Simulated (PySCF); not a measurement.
AlO, SMILES [Al]=[O], multiplicity 2. Atoms are numbered in the order given.

```xyz
2

Al     0.0000     0.0000    -0.6199
O      0.0000     0.0000     1.0074
```
Charge 0, spin multiplicity 2.

Geometry: B3LYP-D3(BJ)/def2-TZVPD.

Computed with B3LYP-D3(BJ)/def2-TZVPD in PySCF.

Frequencies are harmonic and unscaled.

| mode | ν (cm⁻¹) | IR (km/mol) | moving atoms (share of kinetic energy) |
|---|---|---|---|
| 1 | 951 | 2.4 | O 63 %, Al 37 % |
